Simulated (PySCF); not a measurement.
Zn(OH)(NH2) (H3NOZn), SMILES [NH2][Zn][OH]. Geometry optimised at B3LYP-D3(BJ)/def2-TZVP. One conformer was computed; it need not be the lowest.

All values below come from B3LYP-D3(BJ)/def2-TZVP (PySCF 2.14.0).

Harmonic wavenumbers (cm⁻¹): 163, 168, 194, 468, 597, 727, 774, 788, 1567, 3515, 3601, 3847. Rotational constants (GHz): 208.9, 4.456, 4.445; symmetry number 1.

Task: Work out the zero-point energy and the ideal-gas rigid-rotor harmonic-oscillator thermochemistry at 298.15 K and 1 atm.

Result: ZPE = ½ Σ hcν = ½ × 16408 cm⁻¹ = 23.46 kcal/mol. H − E(el) = 27.39 kcal/mol. Entropy in cal/(mol K): translation 39.67, rotation 21.88, vibration 9.10, total 70.65. G − E(el) = 6.33 kcal/mol. Cp = 18.13 cal/(mol K).
